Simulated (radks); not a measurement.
All-electron atom: Sm XXV in [Kr] 5s2 (not the ground configuration). Method: Dirac Kohn-Sham, PBE, spin-unpolarised, spherical densities, point nucleus; computed with a radial shooting solver on a logarithmic mesh with Libxc functionals.

Normalised radial functions P(r) = r R(r) (large component), r in bohr:

```
   r/bohr * 4p1/2, o 4d3/2, + 4d5/2 (the largest magnitude, 1.46, reaches the edge; | marks zero, & curves that meet)
 0.001198                             &
 0.001759                             &
 0.002603                             &
 0.003852                             &*
 0.005701                             &*
  0.00837                             & *
  0.01239                             &   *
  0.01833                             +o    *
  0.02691                             |&        *
  0.03983                             |  &        *
  0.05895                             |     +o   *
  0.08724                             |  *        &
   0.1281                  *          |                &
   0.1895           *                 |             &
   0.2805                           &*|
   0.4118      &                      |                       *
   0.6095  &                          |                          *
    0.902                 &           |         *
    1.335                           & |*
     1.96                             &
      2.9                             &
```

4p1/2: eigenvalue -933.53 eV, 2 radial nodes at r = 0.0943, 0.286 bohr, <r> = 0.535 bohr, 90 % of the charge inside 0.765 bohr. 4d3/2 (empty): eigenvalue -785.69 eV, 1 radial node at r = 0.268 bohr, <r> = 0.554 bohr, 90 % of the charge inside 0.809 bohr. 4d5/2 (empty): eigenvalue -778.39 eV, 1 radial node at r = 0.272 bohr, <r> = 0.560 bohr, 90 % of the charge inside 0.816 bohr.
